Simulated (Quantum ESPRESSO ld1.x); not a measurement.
The numbers below are computed, except where a source is named.
Q: These are the eigenvalues of the occupied orbitals of an atom or ion with whole-number occupations (eV). Level of theory: scalar-relativistic Kohn-Sham, LDA (Slater exchange, Perdew-Wang correlation), spin-polarised, spherical densities, point nucleus (ld1.x of Quantum ESPRESSO 7.5).

| orbital | eigenvalue |
|---|---|
| 1s up | -55490.8 |
| 1s down | -55490.7 |
| 2s up | -9316.54 |
| 2s down | -9316.37 |
| 2p up | -8261.41 |
| 2p down | -8261.26 |
| 3s up | -2112.76 |
| 3s down | -2110.87 |
| 3p up | -1790.37 |
| 3p down | -1788.49 |
| 3d up | -1380.36 |
| 3d down | -1378.87 |
| 4s up | -450.850 |
| 4s down | -447.003 |
| 4p up | -344.596 |
| 4p down | -340.783 |
| 4d up | -201.028 |
| 4d down | -197.239 |
| 5s up | -87.8322 |
| 5p up | -61.3089 |
| 5p down | -59.0261 |
| 4f up | -44.0424 |
| 4f down | -40.4023 |
| 6s up | -26.6477 |

Which element is it, and in what charge state? The configuration may be excited. Open shells, if any, are filled with parallel spins first.

A: Z = 67, holmium, charge +3: Ho3+ in [Kr] 4d10 4f10 5s1 5p6 6s1. The list shows which subshells hold electrons but not how many an open one holds; the 1s level, -2039.3 hartree, gives Z - s = 63.9 by -(Z - s)^2/2, which with screening and relativity narrows Z to a few neighbours, and the depths of the outer levels then fix element, charge and occupations together.
